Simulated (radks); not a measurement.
All-electron atom: W22+ in [Kr] 4d10 4f6. Calculated with a radial shooting solver on a logarithmic mesh with Libxc functionals: Dirac Kohn-Sham, LDA (Slater exchange, Perdew-Wang correlation), spin-unpolarised, spherical densities, finite nucleus; open shells fill j = l - 1/2 first; Fermi nuclear charge, rms radius 5.3658 fm. Some entries of the table are withheld. Estimate them.

| orbital | occ. | eigenvalue (eV) | r(max) (bohr) | <r^2> (bohr^2) |
|---|---|---|---|---|
| 1s1/2 | 2 | -69945.71 | 0.01147 | (1) |
| 2s1/2 | 2 | -12589.37 | 0.06593 | 0.007073 |
| 2p1/2 | 2 | (2) | (3) | 0.005046 |
| 2p3/2 | 4 | (4) | (5) | 0.006247 |
| 3s1/2 | 2 | -3386.839 | 0.1857 | 0.04610 |
| 3p1/2 | 2 | -3155.947 | 0.1737 | 0.04226 |
| 3p3/2 | 4 | -2863.138 | 0.1878 | 0.04878 |
| 3d3/2 | 4 | -2472.049 | 0.1470 | (6) |
| 3d5/2 | 6 | -2408.371 | 0.1509 | (7) |
| 4s1/2 | 2 | -1165.595 | 0.4155 | 0.2149 |
| 4p1/2 | 2 | -1068.605 | 0.4139 | 0.2183 |
| 4p3/2 | 4 | -994.0447 | 0.4412 | 0.2467 |
| 4d3/2 | 4 | -833.2871 | 0.4328 | 0.2531 |
| 4d5/2 | 6 | -818.5953 | 0.4409 | 0.2620 |
| 4f5/2 | 6 | -615.9084 | 0.3871 | (8) |
| 4f7/2 | 0 | -612.5095 | 0.3904 | (9) |

Answer. 
(1) 1s1/2 <r^2> (bohr^2): 0.0004638
(2) 2p1/2 eigenvalue (eV): -12072.78
(3) 2p1/2 r(max) (bohr): 0.04897
(4) 2p3/2 eigenvalue (eV): -10721.79
(5) 2p3/2 r(max) (bohr): 0.05581
(6) 3d3/2 <r^2> (bohr^2): 0.03779
(7) 3d5/2 <r^2> (bohr^2): 0.03958
(8) 4f5/2 <r^2> (bohr^2): 0.2596
(9) 4f7/2 <r^2> (bohr^2): 0.2634
